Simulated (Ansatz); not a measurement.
Stepwise reaction of `C[Si](C)(F)[SeH]` with hydrogen, as a gas-phase model of exchange steps in deposition or etching. ΔE in kJ/mol; ΔG adds harmonic PBE0-D4 terms to CCSD(T)/CBS, at 1 bar.

Calculated with Ansatz (gas phase, PBE0-D4/def2-TZVP geometries, no zero-point term in ΔE). CCSD(T)/CBS is the MP2 limit (def2-TZVPP, def2-QZVPP) plus CCSD(T) − MP2 in def2-TZVPP, frozen cores. This one scheme is used for every species. DFT in def2-TZVPP. B3LYP here is the variant with VWN-RPA as its local correlation; programs differ in this. For Se outer-core shells are correlated without core-valence functions, which leaves a few kJ/mol of doubt a bond. Scalar relativity is left out up to krypton. Each species was taken in one conformer, which may not be the lowest.

```csv
step,reaction,PBE-D4,B3LYP-D4,ωB97M-V,CCSD(T)/CBS,ΔG(400 K)
1,`C[Si](C)(F)[SeH]` + H₂ → `C[SiH](F)[SeH]` + CH₄,-17.6,-21.4,-18.2,-18.7,-10.1
2,`C[SiH](F)[SeH]` + H₂ → `F[SiH2][SeH]` + CH₄,-12.1,-17.2,-13.6,-14.1,-8.4
```

**Question.** By hand: ΔE of the 2 steps together at CCSD(T)/CBS.

**Answer.** (-18.7) + (-14.1) = -32.8 kJ/mol, or -16.4 kJ/mol a step.

In ΔE the steps differ by no more than 4.6 kJ/mol. All are downhill at CCSD(T)/CBS. ΔG lies between -10.1 and -8.4 kJ/mol a step. PBE-D4 differs from CCSD(T)/CBS by 1.1 to 2.0 kJ/mol a step. Isolated molecules leave out the surface, adducts and barriers. Largest T1 diagnostic: 0.010.
